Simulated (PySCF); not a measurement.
## A small calculation by hand: chemical shift, span and skew from a shielding tensor

C₄H₇NSi, SMILES C/C(C#N)=C/[SiH3]. Atoms are numbered in the order given.

```xyz
13

C      2.1317    -0.8933     0.7717
C      0.8232    -0.3120     0.3222
C      0.4268     0.9134     0.9647
N      0.1108     1.9009     1.4852
C      0.0171    -0.8481    -0.6177
Si    -1.6256    -0.1246    -1.1864
H      2.1125    -1.1098     1.8514
H      2.9545    -0.1814     0.6004
H      2.3482    -1.8223     0.2279
H      0.3654    -1.7823    -1.0759
H     -2.1802    -1.0185    -2.2450
H     -2.5850    -0.0520    -0.0451
H     -1.4251     1.2445    -1.7461
```

The structure is a stationary point at PBE0-D3(BJ)/def2-SVP. A frequency run showed that this geometry is not a minimum. The structure was generated by enumeration; whether it is a known compound was not checked.

GIAO shieldings from PBE/pcSseg-1 (PySCF), non-relativistic, no solvent. The symmetric part of the tensor of C5 has the principal values -79.3, 32.5, 156.0 ppm. The same nucleus in TMS has σ = 182.0 ppm at this level (PySCF, at its B3LYP-D3(BJ)/def2-TZVP geometry).

Work out the isotropic shielding, the ¹³C shift against TMS, the span and the skew.


σ(iso) = (σ11 + σ22 + σ33)/3 = 36.4 ppm. δ = σ(ref) − σ(iso) = 182.0 − (36.4) = 145.6 ppm.
Span Ω = σ33 − σ11 = 235.3 ppm. Skew κ = 3(σ(iso) − σ22)/Ω = 0.05. Tumbling in solution averages the tensor to δ; in a static solid the shielding alone would spread this spin-1/2 line over Ω.
